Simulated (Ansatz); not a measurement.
Frontier orbitals of `C[N]=[W]([OH])([Cl])=[N]C`.

Cartesian coordinates in Å:
```
C -1.0140 1.9881 -0.8469
N -1.1122 0.8899 0.0443
W -0.6471 -0.5302 0.9462
O -1.8466 -1.9444 0.5133
Cl -0.5764 0.0520 3.1724
N 0.9518 -1.0407 0.4737
C 2.2165 -1.1148 -0.1584
H -0.0663 1.9858 -1.3959
H -1.0868 2.9297 -0.2925
H -1.8329 1.9659 -1.5736
H -2.6887 -1.7580 0.0931
H 3.0134 -1.0849 0.5924
H 2.3747 -0.2842 -0.8550
H 2.3145 -2.0541 -0.7131
```

Total charge 0; spin multiplicity 1. Correlated methods include outer-core shells of W, which these sets cover unevenly. W: def2 effective core potential. Geometry: relaxed with PBE0-D4/def2-TZVP. It is one conformer, not always the lowest. Basis def2-TZVPP, Ansatz 0.2.0.

```json
{"functional": "PBE", "HOMO (eV)": "-5.81", "LUMO (eV)": "-1.88", "gap (eV)": "3.93"}
{"functional": "BLYP", "HOMO (eV)": "-5.68", "LUMO (eV)": "-1.78", "gap (eV)": "3.90"}
{"functional": "PBE0", "HOMO (eV)": "-7.07", "LUMO (eV)": "-1.11", "gap (eV)": "5.96"}
{"functional": "B3LYP", "HOMO (eV)": "-6.85", "LUMO (eV)": "-1.33", "gap (eV)": "5.52"}
{"functional": "r2SCANh", "HOMO (eV)": "-6.54", "LUMO (eV)": "-1.49", "gap (eV)": "5.05"}
{"functional": "HSE06 (plane-wave form)", "HOMO (eV)": "-6.67", "LUMO (eV)": "-1.48", "gap (eV)": "5.19"}
{"functional": "ωB97M-V", "HOMO (eV)": "-9.24", "LUMO (eV)": "0.92", "gap (eV)": "10.16"}
```

Against PBE, PBE0 changes HOMO and LUMO by −1.26 and +0.77 eV, ωB97M-V by −3.44 and +2.80 eV. A gap of 3.93 eV thus becomes 10.16 eV for the same molecule, so an orbital gap means little without its functional. A positive LUMO is unbound and depends on the basis.

B3LYP here is the variant with VWN-RPA as its local correlation; programs differ in this.
